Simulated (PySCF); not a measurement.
# Distorted geometries of Yb(NO2)3

Yb(NO2)3 (singlet in the valence; each metal's 4f electrons, 13 of them, lie in its core potential, out of spins and levels). PySCF 2.14.0, RKS r2SCAN, Yb lcecp-1-SVP with ECP59, O def2-SVP, N def2-SVP; non-relativistic Hamiltonian with scalar-relativistic core potentials where named; density fitting; no spin-orbit coupling. Relaxed geometry:

```xyz
10

Yb    0.0000    0.0000    0.0000
O     2.0352   -0.1527    1.0387
O     2.0352    0.1526   -1.0387
N     2.7441    0.0000    0.0000
O    -0.8854    1.8389    1.0387
O    -1.1498    1.6862   -1.0387
N    -1.3720    2.3765    0.0000
O    -1.1498   -1.6862    1.0387
O    -0.8854   -1.8389   -1.0387
N    -1.3721   -2.3765    0.0000
```

Problem. Order these distorted geometries by energy above the relaxed one, lowest first.
A.
```xyz
10

Yb    0.0868   -0.1122   -0.0790
O     1.9596    0.0454    1.2260
O     2.0970    0.0102   -0.9696
N     2.8148    0.0626    0.0475
O    -0.7943    1.8679    0.8509
O    -1.0914    1.6747   -1.1420
N    -1.4048    2.4231    0.1181
O    -1.1824   -1.8068    1.0609
O    -1.1175   -1.8236   -1.1535
N    -1.3680   -2.3412    0.0406
```
B.
```xyz
10

Yb   -0.0132    0.0836    0.0887
O     2.0595   -0.1439    0.9863
O     2.1060    0.1895   -1.0044
N     2.7081   -0.0369   -0.0802
O    -0.9472    1.8098    1.0558
O    -1.1134    1.6810   -0.9595
N    -1.4452    2.3384   -0.0159
O    -1.0604   -1.5852    1.1549
O    -0.9171   -1.8194   -1.1263
N    -1.3771   -2.5168   -0.0995
```
C.
```xyz
10

Yb   -0.0445    0.0570   -0.1677
O     1.8243   -0.0301    1.2235
O     2.2174    0.3520   -0.9845
N     2.5575   -0.0270    0.1792
O    -1.0267    1.9848    0.9822
O    -1.1786    1.8171   -0.8581
N    -1.3198    2.3875   -0.1862
O    -1.0867   -1.7105    0.8711
O    -0.7538   -2.0159   -0.9516
N    -1.1891   -2.8148   -0.1079
```

Solution. B (2.38 eV), A (3.06 eV), C (13.73 eV).

Problem. Which forces (eV/Å) act in the one that lies 13.73 eV up?

Solution. 
```
Yb    0.20  -2.39   2.39
O    -1.82   0.78  -2.85
O    -3.12  -0.03   1.82
N     4.41  -0.87   0.93
O     1.63  -1.88   4.36
O    12.73 -53.91 -67.90
N   -14.86  56.51  61.89
O    -1.96  -3.40   4.45
O     0.64  -4.00  -7.84
N     2.14   9.19   2.75
```
Forces carry noise of the integration grid, about 0.01 to 0.03 eV/Å.

No frequency check is given that shows the relaxed geometry to be a minimum. An lcecp potential fixes the number of 4f electrons, so in runs with it no electron can move into or out of that shell.
